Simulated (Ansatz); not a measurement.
```yaml
crystal:
  periodic: [true, true, true]
  atoms:
    - {symbol: N, position_ang: [0.483971, 1.354198, -0.601831]}
    - {symbol: C, position_ang: [0.585206, 0.006759, -0.516023]}
    - {symbol: O, position_ang: [1.396400, -0.635363, -1.154985]}
    - {symbol: Si, position_ang: [-0.603148, -0.935918, 0.665837]}
    - {symbol: H, position_ang: [1.104547, 1.853844, -1.220421]}
    - {symbol: H, position_ang: [-0.191665, 1.868123, -0.066665]}
    - {symbol: H, position_ang: [-1.384475, -1.892342, -0.152638]}
    - {symbol: H, position_ang: [0.228835, -1.657705, 1.656762]}
    - {symbol: H, position_ang: [-1.531073, -0.007896, 1.372763]}
basis:
  gaussian: {orbitals: def2-SVP}
hamiltonian: {xc: {name: BHLYP}, dispersion: d4}
scf: {lower_state_search: off}
output: {forces: true}
```

```sh
$ ansatz run in.yaml --threads 2 --pin off --events-out ev --progress --plain --max-ram 4352MiB
```

Output, abridged:

```
Error: YAML parse error: error: line 2 column 3: crystal: missing field `lattice` (a structure is typed as `lattice` and `atoms`, a molecule's as `atoms` in Å alone, or read from a run's directory, `checkpoint`)
 --> <input>:2:3
1 | crystal:
2 |   periodic: [true, true, true]
3 |   atoms:
4 |     - {symbol: N, position_ang: [0.483971, 1.354198, -0.601831]}
```

(1) What is wrong with this run?

## Answers

(1) The molecule is marked periodic without a cell. The input was rejected before any iteration.
